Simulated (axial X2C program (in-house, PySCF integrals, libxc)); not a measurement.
# Low determinants of LiY⁺ at the PBE0 level, two-component

All values were computed with an axial X2C code built on PySCF integrals. Two-component (2c) means X2C with spin–orbit coupling and atomic mean-field two-electron Coulomb and Gaunt terms. Basis: Y dyall-cv3z [11s12p9d6f3g], Li dyall-cv3z [7s8p2d] (cores contracted in-house); Gaussian nuclei, density fitting, unrestricted open shells. Masses: Y 88.906 u, Li 7.016 u.

Search at 3.222 Å (vertical energies from the lowest determinant):

```tsv
ΔE (eV)	state	electrons beyond evenly filled partner blocks	electrons in ±ω = 1/2, 3/2, 5/2, 7/2
0.00	Ω = 1/2	ω = 1/2	29 10 2 0
0.18	Ω = 3/2	ω = 3/2	28 11 2 0
0.25	Ω = 5/2	ω = 5/2	28 10 3 0
0.86	Ω = 5/2	2 × ω = 1/2, ω = 3/2	28 11 2 0
0.89	Ω = 1/2	2 × ω = -1/2, ω = 3/2	28 11 2 0
0.94	Ω = 7/2	2 × ω = 1/2, ω = 5/2	28 10 3 0
1.29	Ω = 9/2	ω = 1/2, ω = 3/2, ω = 5/2	27 11 3 0
```

Lowest determinant, Ω = 1/2 (⟨Sz⟩ = 0.50, ⟨Lz⟩ = 0.00 at PBE0): Re = 3.215 Å, ωe = 260.4 cm⁻¹.

The determinant in row 2 of the search, Ω = 3/2 (⟨Sz⟩ = 0.49, ⟨Lz⟩ = 1.01 at PBE0), was followed along the bond at PBE0; measured from the minimum of the lowest determinant it gives:

Te = 0.177 eV (1426 cm⁻¹), Re = 3.175 Å, ωe = 246.0 cm⁻¹.

Problem. Compare the bond of the determinant in row 2 with that of the lowest one.

Solution. At PBE0 its Re is 0.040 Å shorter and its force constant, which goes as ωe², is 0.89 times that of the lowest determinant. T0 ≈ Te + Δωe/2 = 1426 + (-7) = 1419 cm⁻¹.

The search compares states at one distance, so a state with another bond length can lie lower; it is not exhaustive and yields mostly the lowest determinant of each block pattern, so other components and higher states of one pattern are missing. These are energies of single determinants, not of spin-adapted states; PBE0 term energies can be off by some tenths of an eV, and the functional has no current term. The lowest determinant need not be the ground state where others lie within half an eV.
